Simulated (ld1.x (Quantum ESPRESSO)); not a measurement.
# strontium: variants of one ultrasoft potential

Base potential:

Sr, ultrasoft, made with ld1.x (Quantum ESPRESSO) 7.5 (PBE, scalar-relativistic). Core [Ar] 3d10, reference 4s2 4p6 4d0 5s1.75 5p0.25. Waves: 4s (bound): rcut 2.00, rcutus 2.50 bohr; 5s (bound): rcut 2.00, rcutus 2.50 bohr; 4p (bound): rcut 2.45, rcutus 2.75 bohr; 5p (bound): rcut 2.45, rcutus 2.75 bohr; 4d (bound, empty): rcut 2.40, rcutus 3.30 bohr; 4d channel at 1.15 Ry: rcut 2.40, rcutus 3.30 bohr; 4f channel at 0.45 Ry: rcut 2.10, rcutus 2.70 bohr; 4f channel at 2.4 Ry: rcut 2.10, rcutus 2.70 bohr. Local part: all-electron potential smoothed inside 2.50 bohr (lloc = -2). Core correction: a·sin(br)/r model core inside 2.45 bohr. Augmentation charge: PSQ, inside the norm-conserving radii.

Cutoffs, loose and tight: the cutoffs (Ry, on a coarse ladder) from which the occupation-weighted sum of valence levels, in a spherical-Bessel basis at the reference potential, stays within 10 and 1 mRy of its value at 400 Ry. They do not see the model core or the augmentation charge, which bear on the density cutoff. Test errors are all-electron minus pseudo excitation energies from the reference, over the configurations 4s2 4p6 4d0 5s2 5p0; 4s2 4p6 4d0 5s1 5p0; 4s2 4p6 4d0 5s0 5p0; 4s2 4p6 4d1 5s0 5p0; 4s2 4p6 4d0 5s1.5 5p0; 4s2 4p6 4d1 5s1 5p0; 4s2 4p5 4d0 5s2 5p0. A dash means not determined; rows that change the core or the reference have their own tests. The largest error is taken over the tests solved by every variant that gives reliable tests at all: 4s2 4p6 4d0 5s0 5p0; 4s2 4p6 4d0 5s1 5p0; 4s2 4p6 4d0 5s1.5 5p0; 4s2 4p6 4d0 5s2 5p0; 4s2 4p6 4d1 5s0 5p0; 4s2 4p6 4d1 5s1 5p0.

```tsv
change	outcome	cutoff, loose	cutoff, tight	bound ghosts	largest test error (meV)
base	generated	15 Ry	18 Ry	none	-8.1
waves 4d (bound): rcut 2.40, rcutus 2.76 bohr; 4d channel at 1.15 Ry: rcut 2.40, rcutus 2.76 bohr	generated	15 Ry	18 Ry	none	-8.8
waves 4d (bound): rcut 2.40, rcutus 3.06 bohr; 4d channel at 1.15 Ry: rcut 2.40, rcutus 3.06 bohr	generated	15 Ry	18 Ry	none	-9.0
waves 4d (bound): rcut 2.40, rcutus 3.52 bohr; 4d channel at 1.15 Ry: rcut 2.40, rcutus 3.52 bohr	generated	15 Ry	18 Ry	none	-9.0
waves 4d (bound): rcut 2.40, rcutus 3.92 bohr; 4d channel at 1.15 Ry: rcut 2.40, rcutus 3.92 bohr	generated	15 Ry	18 Ry	none	-8.3
waves 4d (bound): rcut 2.40, rcutus 4.50 bohr; 4d channel at 1.15 Ry: rcut 2.40, rcutus 4.50 bohr	generated	15 Ry	18 Ry	none	-9.3
waves 4d (bound): rcut 2.40, rcutus 4.96 bohr; 4d channel at 1.15 Ry: rcut 2.40, rcutus 4.96 bohr	generated	15 Ry	18 Ry	none	-11
```

Task: What comes out with this change to the base: waves 4d (bound): rcut 2.00, rcutus 2.12 bohr; 4d channel at 1.15 Ry: rcut 2.00, rcutus 2.12 bohr?

Result: outcome: generated; cutoff, loose: 15 Ry; cutoff, tight: 18 Ry; bound ghosts: none; largest test error (meV): -5.0.

Reading the sweep of the d radius (base included, trends over the rows without a ghost): The loose cutoff stays near 15 Ry.
